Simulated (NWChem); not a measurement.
System: C₃H₆OS; SMILES [C@@H](C)(C=O)S

NWChem input:

```
start job
memory heap 200 mb stack 900 mb global 1100 mb
geometry units angstroms noautoz
  C      1.829245     0.377144    -0.304916
  C      0.491087     0.094074     0.370722
  S     -0.811177     1.235163    -0.187146
  C      0.097395    -1.356355     0.195232
  O     -0.981181    -1.761025    -0.140002
  H      2.157143     1.405429    -0.097724
  H      1.745547     0.261162    -1.395602
  H      2.610254    -0.305489     0.068559
  H      0.621075     0.210176     1.464770
  H     -1.723851     0.248415    -0.356919
  H      0.929914    -2.068549     0.431807
end
basis spherical
  * library def2-tzvp
end
dft
  xc b3lyp
  iterations 150
  semidirect filesize 400000000
  mulliken
end
task dft energy
```

Coordinates come from a PBE0/def2-SVP optimisation. B3LYP is NWChem's, with the RPA form of VWN correlation.

### Question
What results follow from this input? (B3LYP/def2-TZVP.) Quantities: energy (Ha); highest occupied level (eV); orbital gap (eV); dipole (D).

### Answer
```json
{
 "energy (Ha)": "-591.44",
 "highest occupied level (eV)": "-6.71",
 "orbital gap (eV)": "5.28",
 "dipole (D)": "2.80"
}
```
